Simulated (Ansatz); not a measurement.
SiH4Cl3OF, closed shell: at the start structure of a reaction step.

in.yaml

```yaml
crystal:
  periodic: [false, false, false]
  atoms:
    - {symbol: Si, position_ang: [-0.301396, -1.557899, 0.060651]}
    - {symbol: H, position_ang: [0.900356, -1.189051, 0.805643]}
    - {symbol: Cl, position_ang: [-0.001262, -1.743273, -1.935281]}
    - {symbol: Cl, position_ang: [-0.980910, -3.347410, 0.755890]}
    - {symbol: Cl, position_ang: [-1.825644, -0.210520, 0.403074]}
    - {symbol: H, position_ang: [1.007729, 1.736794, -0.103122]}
    - {symbol: O, position_ang: [1.220806, 0.944082, -0.609410]}
    - {symbol: H, position_ang: [-0.873406, 1.688611, 1.007198]}
    - {symbol: F, position_ang: [-0.374452, 2.464336, 1.145390]}
    - {symbol: H, position_ang: [1.228180, 1.214430, -1.530034]}
basis:
  gaussian: {orbitals: def2-SVP}
correlation: {method: ccsd_t}
```

Run by:

```bash
ansatz run in.yaml --threads 8 --pin off --events-out ev --progress --plain --max-ram 19148MiB
```

What Ansatz 0.2.0 printed:

```
Functional definition: HF
  name "HF"
  cite "Fock, Z. Phys. 61, 126 (1930) doi:10.1007/BF01340294"
  parent pbe
  exchange = exact_x
  correlation = 0
1114 factors; integrals over basis functions are off by at most 1.5e-3 eV
mean field evaluation 1: about -50161.9640 eV, gradient 4.1e1 eV
mean field evaluation 2: about -50162.0029 eV, gradient 4.1e1 eV
mean field evaluation 4: about -50165.5208 eV, gradient 2.5e0 eV
mean field evaluation 8: about -50165.5502 eV, gradient 1.9e-1 eV
mean field evaluation 16: about -50164.6435 eV, gradient 2.2e1 eV
mean field -50165.55034444 eV, -1843.5499717269 hartree, gradient 1.8e-6 eV, S^2 0.000000; 0 other end points of the search recorded, 0 dependent functions left out
22 core orbitals not correlated: weight in the atoms' cores, before any rotation towards them, 1.000 or more for the frozen orbitals, at most 0.000 for the correlated occupied ones
reference -50165.55034444 eV, -1843.5499717269 hartree; 21, 21 occupied and 77, 77 virtual orbitals, 1114 factors
second order -24.40831837 eV of doubles, -0.00000000 eV of singles
cycle   1  -25.40257473 eV  change   -9.9e-1 eV  update   8.7e-2
cycle   2  -25.85883749 eV  change   -4.6e-1 eV  update   2.4e-2
cycle   3  -25.94149674 eV  change   -8.3e-2 eV  update   9.9e-3
cycle   4  -25.93847936 eV  change    3.0e-3 eV  update   1.9e-3
cycle   5  -25.93814275 eV  change    3.4e-4 eV  update   6.5e-4
cycle   6  -25.93806405 eV  change    7.9e-5 eV  update   2.1e-4
cycle   7  -25.93795949 eV  change    1.0e-4 eV  update   6.8e-5
cycle   8  -25.93794713 eV  change    1.2e-5 eV  update   2.3e-5
perturbative correction -0.46777137 eV, -0.0171902808 hartree
Total energy: -50191.95606294 eV, -1844.5203639834 hartree
```

The lines “mean field evaluation” count trial sets of orbitals through the whole run, from several starts and some on an approximate energy, so they need not fall steadily or lie above the final value.

The run took 5.5 s on 8 CPU threads of an Arm Neoverse V1 (shared host), with 0.61 GiB of host memory at its peak.
